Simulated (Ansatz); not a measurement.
Gas-phase electronic energies from Ansatz, PBE0-D4/def2-TZVP geometries. CCSD(T)/CBS is the MP2 limit (def2-TZVPP, def2-QZVPP) plus CCSD(T) − MP2 in def2-TZVPP, frozen cores. This one scheme is used for every species. DFT in def2-TZVPP. B3LYP here is the variant with VWN-RPA as its local correlation; programs differ in this. Each species was taken in one conformer, which may not be the lowest.

`BC[SiH2]O` + `BCOC` → `BBCOC` + `C[SiH2]O`  (formal exchange of groups at a B–C bond)

| level | ΔE (kJ/mol) | difference from CCSD(T)/CBS |
| --- | --- | --- |
| PBE-D4 | 16.2 | -10.1 |
| r2SCAN-D4 | 19.1 | -7.2 |
| PBE0-D4 | 20.1 | -6.2 |
| B3LYP-D4 | 21.2 | -5.1 |
| ωB97X-V | 22.5 | -3.8 |
| ωB97M-V | 26.3 | 0.0 |
| B2PLYP | 24.3 | -2.0 |
| PBE | 14.9 | -11.4 |
| r2SCAN | 18.9 | -7.4 |
| PBE0 | 19.0 | -7.3 |
| B3LYP | 18.9 | -7.4 |
| HF/def2-TZVPP | 27.3 | 1.0 |
| MP2/def2-TZVPP | 32.9 | 6.6 |
| SCS-MP2/def2-TZVPP | 31.4 | 5.1 |
| CCSD/def2-TZVPP | 26.0 | -0.3 |
| CCSD(T)/def2-TZVPP | 26.8 | 0.5 |
| HF/def2-QZVPP | 27.6 | 1.3 |
| MP2/def2-QZVPP | 32.8 | 6.5 |
| SCS-MP2/def2-QZVPP | 31.1 | 4.8 |
| HF/CBS(def2) | 27.7 | 1.4 |
| MP2/CBS(def2) | 32.4 | 6.1 |
| CCSD/CBS(def2) | 25.5 | -0.8 |
| CCSD(T)/CBS | 26.3 | 0 |

Largest T1 diagnostic among the species: 0.012.

From PBE to PBE0 (25 % exact exchange), in def2-TZVPP and without D4, ΔE moves by +4.1 kJ/mol.
